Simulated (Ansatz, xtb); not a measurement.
**BClH3NO2: which of two isomers lies lower**

Structure X is `O[B@@-]1(Cl)[NH2+]O1`, a singlet and structure Y is `NOB(O)Cl`, a singlet. Both are isolated molecules in the gas phase, relaxed with r2SCAN-D4/def2-SVP; the shapes shown needn't be the lowest conformers.

X (Å):

```xyz
8

B     2.2059    2.0998   -0.5469
Cl    2.1324    3.8709   -0.9811
N     1.6575    1.8322    1.0175
O     3.0184    1.6996    0.5467
O     1.8676    1.1732   -1.4990
H     1.6077    2.5571    1.7373
H     1.3240    0.9224    1.3442
H     1.4262    1.5760   -2.2551
```

Y (Å):

```xyz
8

B     0.8477    0.7375   -2.0012
Cl    0.9448   -0.9982   -2.3839
N     1.9274    2.7513   -1.4104
O     1.9870    1.3175   -1.5597
O    -0.3123    1.4282   -2.0981
H     1.2289    2.9104   -0.6743
H     2.8255    2.9405   -0.9592
H    -1.0449    0.8869   -2.4156
```

Q: Estimate E(Y) − E(X) at the level CCSD(T)/def2-SVP + ΔMP2/def2-TZVPP.

A: Calculated at CCSD(T)/def2-SVP + ΔMP2/def2-TZVPP: E(Y) − E(X) = −32.6 kJ/mol, so structure Y lies lower.

How the difference moves with the method:

```tsv
level	geometry	E(Y) − E(X) (kJ/mol)	departure from the last row (kJ/mol)	job, with rough time for the two
GFN2-xTB	GFN2-xTB	−60.7	−28.1	optimisation, 0.27 s
HF/STO-3G	GFN2-xTB	−18.9	+13.7	single point, 0.3 s
r2SCAN-D4/def2-SVP//GFN2-xTB	GFN2-xTB	−23.9	+8.8	single point, 2.5 s
r2SCAN-D4/def2-SVP	r2SCAN-D4/def2-SVP	−27.1	+5.6	optimisation, 61 s
HF/def2-SVP	r2SCAN-D4/def2-SVP	−48.0	−15.3	part of the CCSD(T) run
MP2/def2-SVP	r2SCAN-D4/def2-SVP	−27.5	+5.1	part of the CCSD(T) run
CCSD(T)/def2-SVP	r2SCAN-D4/def2-SVP	−33.0	−0.3	single point
CCSD(T)/def2-SVP + ΔMP2/def2-TZVPP	r2SCAN-D4/def2-SVP	−32.6		single point, 22 s
```

As drawn, X has 1 B–N more. Structure X has a 3-membered ring, Y no ring.

The levels shown agree on the order. The largest departure from CCSD(T)/def2-SVP + ΔMP2/def2-TZVPP is that of GFN2-xTB, 28.1 kJ/mol. The last row adds to CCSD(T) the change of the MP2 difference between the two basis sets, here +0.3 kJ/mol.

With harmonic frequencies from r2SCAN-D4/def2-SVP (ideal gas, rigid rotor, one conformer each, 298.15 K, 1 atm): on the last row, ΔE + ΔZPE = −31.5, ΔH = −30.1, ΔG = −34.9 kJ/mol.

The correlated steps freeze 9 core orbitals. Codes used: Ansatz 0.2.0, xtb 6.7.1; the last row on 1 thread of Intel(R) Xeon(R) 6975P-C (Granite Rapids) on a shared host.
